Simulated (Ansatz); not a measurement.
Cost and result for the atomization energy of C₂H₆FNSn (`[F][SnH]1[CH2]N[CH2]1`) (11 atoms, 11 bonds).

Cartesian coordinates in Å:
```
F -0.822 -1.863 -2.110
Sn -0.240 -0.183 -1.331
C -1.064 0.310 0.651
N 0.289 0.431 1.181
C 1.200 -0.324 0.329
H -0.145 0.854 -2.705
H -1.583 -0.565 1.047
H -1.676 1.195 0.823
H 0.564 1.403 1.203
H 1.281 -1.368 0.640
H 2.198 0.110 0.273
```

Charge 0, multiplicity 1. Correlated methods include outer-core shells of Sn, which these sets cover unevenly. Sn takes the def2 core potential. All single points use the PBE0-D4/def2-TZVP geometry. Program: Ansatz. All runs use 4 threads of an Intel Xeon 6975P-C on a shared host. Times are those of one run each, without the atoms' runs, and a repeat can differ threefold. Electronic energies, without spin–orbit coupling; frozen cores. CCSD(T)/CBS adds CCSD(T) − MP2 in def2-TZVPP to the MP2 limit, and its time is that of the two runs behind it. T1 = 0.014. With those shells the extrapolation isn't a true limit. B3LYP takes the VWN-RPA correlation (the form of Gaussian; ORCA's B3LYP/G).

CCSD(T)/CBS is a level of theory with its own doubt, some kJ/mol a heavy atom from the limit and from the frozen cores, so smaller differences don't rank the functionals.

```json
{"level": "PBE-D4/def2-TZVPP (with forces)", "functions": "258", "wall time": "1.8 s"}
{"level": "PBE0-D4/def2-TZVPP", "functions": "258", "wall time": "1.9 s"}
{"level": "r2SCAN-D4/def2-TZVPP (with forces)", "functions": "258", "wall time": "2.6 s"}
{"level": "B3LYP-D4/def2-TZVPP (with forces)", "functions": "258", "wall time": "3 s"}
{"level": "B2PLYP/def2-TZVPP", "functions": "258", "wall time": "3.8 s"}
{"level": "ωB97X-V/def2-TZVPP", "functions": "258", "wall time": "4.5 s"}
{"level": "ωB97M-V/def2-TZVPP (with forces)", "functions": "258", "wall time": "6.5 s"}
{"level": "MP2/def2-QZVPP", "functions": "490", "wall time": "15 s"}
{"level": "CCSD(T)/def2-TZVPP", "functions": "258", "wall time": "75 s"}
{"level": "CCSD(T)/CBS(def2)", "functions": "–", "wall time": "90 s"}
```

Q: What atomization energy does each give, and how far from CCSD(T)/CBS? (Estimate.)

A: The calculation gave: 
| level | atomization (kcal/mol) | difference from CCSD(T)/CBS | per bond |
| --- | --- | --- | --- |
| PBE-D4/def2-TZVPP (with forces) | 936.2 | 21.9 | 2.0 |
| PBE0-D4/def2-TZVPP | 911.8 | -2.5 | -0.2 |
| r2SCAN-D4/def2-TZVPP (with forces) | 910.1 | -4.2 | -0.4 |
| B3LYP-D4/def2-TZVPP (with forces) | 909.2 | -5.1 | -0.5 |
| B2PLYP/def2-TZVPP | 898.3 | -16.0 | -1.5 |
| ωB97X-V/def2-TZVPP | 914.8 | 0.5 | 0.0 |
| ωB97M-V/def2-TZVPP (with forces) | 910.6 | -3.7 | -0.3 |
| MP2/def2-QZVPP | 915.3 | 1.0 | 0.1 |
| CCSD(T)/def2-TZVPP | 884.9 | -29.4 | -2.7 |
| CCSD(T)/CBS(def2) | 914.3 | 0.0 | 0.0 |

In def2-TZVPP, CCSD(T) changes the Hartree–Fock value by +266.7 kcal/mol (the triples alone add +17.6 kcal/mol) and MP2 by +279.4 kcal/mol; breaking electron pairs costs correlation energy, which Hartree–Fock lacks. From PBE to PBE0 (25 % exact exchange), in def2-TZVPP and without D4, the atomization energy moves by −23.5 kcal/mol: exact exchange takes away binding that semilocal exchange gives to molecules. The D4 term adds +8.7 kcal/mol with B3LYP and +4.5 kcal/mol with PBE0; it sums over pairs of atoms, weighted by their polarisabilities, and B3LYP, whose exchange is more repulsive, gets the larger term.

Spin–orbit coupling would lower the free Sn atoms strongly, and the atomization energy with them, by more than many differences here. For some Ge, Se and Sn compounds the MP2-based and the directly extrapolated limit differ by 10 to 25 kJ/mol.
